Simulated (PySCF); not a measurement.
# Property card for SiHMe2(NHEt) (`[H][Si](C)(C)NCC`)

SiHMe2(NHEt), C4H13NSi.
Structure used (PBE0-D3(BJ)/def2-SVP), in Å, numbered top down from 1:
```xyz
19
C4H13NSi angstrom
Si     0.2944    0.9672    0.1875
H      0.0692    1.1299    1.6699
C      2.1141    0.5747   -0.0522
H      2.3378    0.3874   -1.1140
H      2.4235   -0.3101    0.5256
H      2.7317    1.4208    0.2890
C     -0.1891    2.5769   -0.6453
H      0.4219    3.4099   -0.2638
H     -1.2445    2.8272   -0.4527
H     -0.0449    2.5129   -1.7350
N     -0.6640   -0.2919   -0.5375
C     -0.5165   -1.7055   -0.2712
C     -1.3284   -2.2193    0.9109
H     -1.6097   -0.0375   -0.8059
H     -0.7803   -2.2852   -1.1755
H      0.5529   -1.9149   -0.0980
H     -1.0454   -1.6988    1.8393
H     -1.1795   -3.3004    1.0627
H     -2.4058   -2.0498    0.7508
```

**PBE0-D3(BJ)/def2-SVP geometry optimisation, gas phase (PySCF)**

* Point group: C1
* Rotational constants A, B, C: 4.451, 1.533, 1.304 GHz

B3LYP/def2-SVPD ground state, ΔSCF and vertical TDDFT (core frozen in the response) (PySCF):

* Dipole moment: 0.59 D
* HOMO energy: -6.30 eV
* LUMO energy: 0.35 eV
* HOMO–LUMO gap: 6.65 eV
* Lowest singlet excitation: 5.71 eV (217 nm, f = 0.020)
* Strongest line among the 10 lowest singlet transitions: S5 at 7.04 eV (176 nm, f = 0.057)
* Lowest triplet excitation (Tamm–Dancoff): 5.55 eV
* Static isotropic polarisability: 86.9 au
* Vertical ionisation energy: 8.45 eV
* Electronic spatial extent ⟨r²⟩ about the centre of nuclear charge: 1034 bohr²

B3LYP/pcSseg-1 ground state and GIAO shieldings, non-relativistic (PySCF):

* 13C chemical shifts (computed TMS as zero) by class: 41.3 (C12), 22.3 (C13), -2.3 (C3/C7) ppm
* 1H chemical shifts (computed TMS as zero) by class: 4.96 (H2), 2.76 (H15/H16), 1.04 (H17/H18/H19), 0.11 (H4/H5/H6/H8/H9/H10), -0.21 (H14) ppm
* Isotropic shieldings of nuclei other than C and H, by class: 213 (N11), 356 (Si1) ppm

From delta-SCF UKS SCAN, pcX-2 on the ionised atom, pcseg-1 elsewhere, spin-free X2C; 2p3/2 from a spin–orbit splitting computed afterwards within the 2p shell (PySCF):

- Core binding energies: Si2p3/2 106.1 (Si1), C1s 289.9 (C3/C7), C1s 290.4 (C13), C1s 291.3 (C12), N1s 403.9 (N11), Si1s 1846.0 (Si1) eV

Monoisotopic mass from the formula: 103.0817 u.

The rotational constants make it an asymmetric top with κ = (2B − A − C)/(A − C) = -0.85, nearer the prolate limit (−1). In atomic units the dipole is 0.23 e·bohr (1 au = 2.5417 D). The ΔSCF ionisation energy exceeds −ε(HOMO) by 2.15 eV with B3LYP. The vertical singlet–triplet gap S1 − T1 is 0.16 eV (TDDFT singlet less Tamm–Dancoff triplet; S1: HOMO→LUMO, weight 0.94; T1: HOMO→LUMO, weight 0.84). The principal polarisabilities are 78.1, 84.6 and 97.9 au; their mean is the isotropic value. No computed singlet falls in the visible range (750 to 380 nm, 1.65 to 3.26 eV); S1 lies 2.45 eV above its blue end.

 NMR classes are plain means over equivalent atoms (diastereotopic ones count apart unless rotation or inversion swaps them), as if these changed places fast; in this geometry the members of some classes differ.

One conformer stands for the species.
